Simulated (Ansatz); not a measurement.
Calculation: frozen-core CCSD(T)/def2-TZVPP // B3LYP-D3(BJ)/def2-TZVP (Ansatz, a first-principles code).

Ansatz 0.2 input:
```yaml
crystal:
  periodic: [false, false, false]
  atoms:
    - { symbol: Br, position_ang: [1.782845, -0.756033, 0.297024] }
    - { symbol: B, position_ang: [0.048178, -0.02043, 0.008028] }
    - { symbol: I, position_ang: [-1.620268, -1.312559, -0.251442] }
    - { symbol: I, position_ang: [-0.210754, 2.089022, -0.053609] }
basis:
  gaussian: { orbitals: def2-TZVPP }
correlation:
  method: ccsd_t
```

Output:

```
Functional definition: HF
1491 factors; integrals over basis functions are off by at most 7.3e-4 eV
mean field evaluation 1: about -86816.8065 eV, gradient 1.8e1 eV
mean field evaluation 2: about -86816.8851 eV, gradient 1.8e1 eV
mean field evaluation 4: about -86818.1768 eV, gradient 2.9e0 eV
mean field evaluation 8: about -86818.2212 eV, gradient 5.1e-4 eV
mean field evaluation 16: about -86818.0708 eV, gradient 2.9e0 eV
mean field -86818.22123556 eV, -3190.5107829030 hartree, gradient 1.6e-6 eV, S^2 0.000000; 0 other end points of the search recorded, 0 dependent functions left out
18 core orbitals not correlated
reference -86818.22123556 eV, -3190.5107829030 hartree; 27, 27 occupied and 134, 134 virtual orbitals, 1491 factors
second order -37.28395258 eV of doubles, -0.00000000 eV of singles
cycle   1  -34.71350764 eV  change     2.6e0 eV  update   1.3e-1
cycle   2  -35.58502335 eV  change   -8.7e-1 eV  update   3.9e-2
cycle   3  -35.72981853 eV  change   -1.4e-1 eV  update   1.9e-2
cycle   4  -35.67983729 eV  change    5.0e-2 eV  update   6.2e-3
cycle   5  -35.67627326 eV  change    3.6e-3 eV  update   3.3e-3
cycle   6  -35.67941412 eV  change   -3.1e-3 eV  update   8.0e-4
cycle   7  -35.67883985 eV  change    5.7e-4 eV  update   2.9e-4
cycle   8  -35.67857429 eV  change    2.7e-4 eV  update   7.9e-5
cycle   9  -35.67865315 eV  change   -7.9e-5 eV  update   4.9e-5
cycle  10  -35.67865817 eV  change   -5.0e-6 eV  update   1.9e-5
perturbative correction -1.05181774 eV, -0.0386535892 hartree
Total energy: -86854.95171148 eV, -3191.8606029960 hartree
```

Cost: very roughly 70 core-seconds.
